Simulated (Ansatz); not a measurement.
```yaml
crystal:
  periodic: [false, false, false]
  atoms:
    - {symbol: Cl, position_ang: [-0.495917, -0.577888, 2.248780]}
    - {symbol: Hf, position_ang: [-0.005073, -0.031513, 0.058933]}
    - {symbol: I, position_ang: [2.273351, -1.239369, -0.668452]}
    - {symbol: I, position_ang: [-2.001934, -0.849356, -1.529437]}
    - {symbol: I, position_ang: [0.279574, 2.624427, -0.151322]}
basis:
  gaussian: {orbitals: def2-SVP}
hamiltonian: {xc: {name: M06-2X}, dispersion: d4}
accuracy: high
```

```sh
$ ansatz run in.yaml --threads 4 --pin off --events-out ev --progress --plain --max-ram 11315MiB
```

Shortened log:

```
Error: YAML parse error: error: line 11 column 19: hamiltonian.xc: no functional is named "M06-2X"; the names, which are not case-sensitive, are SVWN5, SPW92, PBE, PBE0, PBEsol, revPBE, revPBE0, RPBE, rPW86-PBE, HSE06, wPBEh, LC-wPBE, HISS, HF, BLYP, B3LYP, B3LYP5, BHLYP, CAM-B3LYP, r2SCAN, r2SCANh, r2SCAN0, r2SCAN50, m-r2SCAN, B97, wB97, wB97X, wB97X-V, B97M-V, wB97M-V, B2PLYP, B2GP-PLYP, PBE0-DH, PBE-QIDH
 9 | basis:
10 |   gaussian: {orbitals: def2-SVP}
11 | hamiltonian: {xc: {name: M06-2X}, dispersion: d4}
12 | accuracy: high
```

In this input the method's name isn't one that the program takes here. The input was rejected before any iteration.
